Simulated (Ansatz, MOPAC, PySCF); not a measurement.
Molecule: BNH2F, net charge 0, doublet state. SMILES: [NH]BF
Geometry from a B3LYP-D3(BJ)/def2-TZVP (Ansatz, an electronic-structure program) optimisation:
```xyz
5

B     -0.3380     0.0907    -0.2603
F      0.1698     1.0668     0.4915
H     -1.2966     0.3183    -0.9451
N      0.1203    -1.2294    -0.1846
H      0.6159    -1.7671    -0.8846
```
Charge 0, spin multiplicity 2.

Property: enthalpy of formation at 298 K, in kcal/mol. Conventions: no dispersion term unless named; 6-31G* and kin with 6d, 5d where marked; 6-311+G** with 5d; non-relativistic; valence correlation only; spin-orbit terms left out; UHF or UKS for open shells. Basis-set limits of correlation are two-point, X^-3; Hartree-Fock from the larger set. The bracket is a focal-point correction in the basis named. First-principles rows: single points at B3LYP-D3(BJ) geometries (Ansatz), with unscaled harmonic terms from B3LYP/6-31G* (Ansatz) at its own minima, enthalpies of formation by atomisation with measured atoms. Semi-empirical rows: MOPAC heats of formation at their own minima for 298 K.

Coupled cluster (Ansatz) is a level with limits of its own, used here on species with T1 under 0.025 (0.045 for open shells) and stable references: RI-MP2/CBS(aug-cc-pVTZ,aug-cc-pVQZ)+[CCSD(T)-MP2]/aug-cc-pVTZ.

Value to compare with, RI-MP2/CBS(aug-cc-pVTZ,aug-cc-pVQZ)+[CCSD(T)-MP2]/aug-cc-pVTZ (Ansatz): -45.5 kcal/mol.

```csv
level,program,enthalpy of formation at 298 K (kcal/mol),difference
PM6,MOPAC,-51.9,-6.4
HF/6-311+G**,Ansatz,75.8,121.3
PBE/def2-SVP,Ansatz,-67.8,-22.3
PBE/6-311+G**,Ansatz,-57.4,-11.9
BP86/6-31G* (5d),PySCF,-66.1,-20.6
B3LYP/6-31G,Ansatz,-26.9,18.6
B3LYP/6-31G*,Ansatz,-51.6,-6.1
M06-2X/def2-TZVPD,PySCF,-49.9,-4.4
```

Among the 7 habitual levels, HF/6-311+G** lies farthest from RI-MP2/CBS(aug-cc-pVTZ,aug-cc-pVQZ)+[CCSD(T)-MP2]/aug-cc-pVTZ (Ansatz) (121.3 kcal/mol); 2 of 7 lie above it, and their mean absolute difference is 29.6 kcal/mol, the median 18.6. One case shows no general order.

The levels are drawn from those run, B3LYP/6-31G* more often than the rest, none by its result; left out are runs that failed, that the program found above a lower state of the same kind, or whose <S^2> lies over 0.5 above the pure value.
